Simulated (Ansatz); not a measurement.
Al4B2, relaxed as a singlet with RKS B3LYP-D4/def2-SVP in Ansatz, starting from the GFN1-xTB geometry. Force threshold 0.02 eV/Å.

The structure comes from a short search, and lower isomers may exist.

Start:

| atom | x (Å) | y (Å) | z (Å) |
| --- | --- | --- | --- |
| B1 | 0.209 | 0.303 | -0.622 |
| B2 | -0.984 | -0.464 | 0.049 |
| Al3 | 1.979 | -0.208 | 0.678 |
| Al4 | 0.051 | -1.677 | 1.547 |
| Al5 | -2.470 | -0.197 | -1.579 |
| Al6 | 1.215 | 2.243 | -0.073 |

```json
{"step": "1", "energy (eV)": "-27729.2640", "largest force component (eV/Å)": "1.072", "SCF passes": "20"}
{"step": "2", "energy (eV)": "-27729.5780", "largest force component (eV/Å)": "0.304", "SCF passes": "28"}
{"step": "3", "energy (eV)": "-27729.6644", "largest force component (eV/Å)": "0.170", "SCF passes": "27"}
{"step": "4", "energy (eV)": "-27729.7787", "largest force component (eV/Å)": "0.193", "SCF passes": "26"}
{"step": "5", "energy (eV)": "-27729.8212", "largest force component (eV/Å)": "0.350", "SCF passes": "24"}
{"step": "6", "energy (eV)": "-27729.8734", "largest force component (eV/Å)": "0.301", "SCF passes": "26"}
{"step": "7", "energy (eV)": "-27729.8986", "largest force component (eV/Å)": "0.393", "SCF passes": "26"}
{"step": "8", "energy (eV)": "-27729.9044", "largest force component (eV/Å)": "0.207", "SCF passes": "27"}
{"step": "9", "energy (eV)": "-27729.9099", "largest force component (eV/Å)": "0.145", "SCF passes": "26"}
{"step": "10", "energy (eV)": "-27729.9202", "largest force component (eV/Å)": "0.043", "SCF passes": "23"}
{"step": "11", "energy (eV)": "-27729.9212", "largest force component (eV/Å)": "0.039", "SCF passes": "25"}
{"step": "12", "energy (eV)": "-27729.9215", "largest force component (eV/Å)": "0.006", "SCF passes": "18"}
```

Force components are those of the run's own axes.

End:

```xyz
6

B     0.2334    0.3234   -0.0558
B    -0.9060   -0.7258    0.0070
Al    1.9422   -0.1521    1.0562
Al    0.0259   -2.0722    1.2557
Al   -2.0943    0.4358   -1.3261
Al    0.7988    2.1909   -0.9369
```

Bonds lost: Al3–Al6 (atoms count from 1).

No frequencies were taken in this run, so the end may be a saddle point.

It took 9.5 s on 4 threads of INTEL XEON PLATINUM 8581C on a shared host.
